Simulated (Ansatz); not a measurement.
A nudged elastic band was laid between two geometries of C2H6Zn + H2S (12 atoms, charge 0, multiplicity 1).

All numbers below come from RKS PBE/def2-SVP in Ansatz 0.2.0.

```json
{
  "movable images": "9",
  "climbing image": "yes",
  "spring": "5.0 eV/Å²",
  "optimiser": "quadratic models (default)",
  "start path": "through a guess of the saddle point",
  "force threshold": "0.05 eV/Å",
  "iteration limit": "60",
  "end points": "relaxed"
}
```

Initial state:

```xyz
12
Properties=species:S:1:pos:R:3
Zn 0.527 -1.514 -0.236
H 0.400 -3.029 0.142
C 1.096 0.285 -0.804
C 0.425 1.484 -0.123
H -2.198 -2.139 1.236
S -2.244 -0.970 0.539
H 0.944 0.344 -1.907
H 2.200 0.339 -0.665
H -0.676 1.490 -0.281
H 0.800 2.461 -0.504
H 0.590 1.493 0.977
H -1.864 -0.243 1.626
```

Final state:

```xyz
12
Properties=species:S:1:pos:R:3
Zn -0.821 -0.650 -0.786
H 0.036 -2.375 2.376
C 0.675 0.568 -1.103
C 0.952 1.572 0.025
H -0.467 -2.378 1.789
S -2.487 -2.061 -0.447
H 0.476 1.098 -2.060
H 1.571 -0.066 -1.290
H 0.089 2.247 0.209
H 1.822 2.224 -0.209
H 1.179 1.070 0.989
H -3.027 -1.248 0.507
```

What changes between the two ends?

Bonds broken: Zn1–H2, H5–S6. Bonds formed: Zn1–S6, H2–H5. C2H6Zn + H2S becomes C2H6SZn + H2.

Give the energies along the band, and the barrier.

It converged. The highest image is number 5 of 0 to 10, 10.6 kcal/mol above the first end and 25.7 kcal/mol above the last; the last end lies 15.1 kcal/mol below the first. A vibrational analysis at the climbing image gives one clearly imaginary mode, 804i cm⁻¹: a first-order saddle point. The orbitals stay closed-shell, which can raise the energy where a bond breaks towards radicals; this wasn't checked here.

```csv
image,path coordinate (Å),energy (kcal/mol),Zn1–H2 (Å),H5–S6 (Å),Zn1–S6 (Å)
0,0.00,0.0,1.57,1.36,2.93
1,0.82,0.1,1.57,1.36,2.93
2,1.64,0.1,1.57,1.36,2.96
3,2.46,0.2,1.57,1.36,2.98
4,3.29,1.5,1.58,1.38,2.98
5,4.12,10.6,1.74,1.69,2.54
6,5.40,-11.3,2.71,2.63,2.23
7,6.66,-15.0,3.52,2.99,2.21
8,7.93,-15.1,3.73,3.02,2.21
9,9.19,-15.1,3.75,3.02,2.21
10,10.46,-15.1,3.70,3.03,2.21
```

What is the geometry of the highest image?


```xyz
12
Properties=species:S:1:pos:R:3
Zn -0.080 -1.135 -0.056
H -0.321 -2.820 0.314
C 1.094 0.317 -0.659
C 0.606 1.706 -0.234
H -1.324 -2.410 0.496
S -2.521 -1.228 0.623
H 1.150 0.237 -1.767
H 2.122 0.116 -0.288
H -0.433 1.905 -0.569
H 1.244 2.516 -0.652
H 0.614 1.831 0.869
H -2.152 -1.033 1.922
```

What are the harmonic wavenumbers there?

804i, 35, 63, 139, 222, 236, 306, 422, 467, 517, 624, 854, 906, 935, 1018, 1151, 1186, 1199, 1328, 1347, 1385, 1421, 1426, 1508, 2607, 2950, 2975, 3025, 3026, 3050 cm⁻¹.

The run took 6.2 min on 2 threads of Intel(R) Xeon(R) Platinum 8559C (Emerald Rapids), on a shared host, peak memory 0.19 GiB.
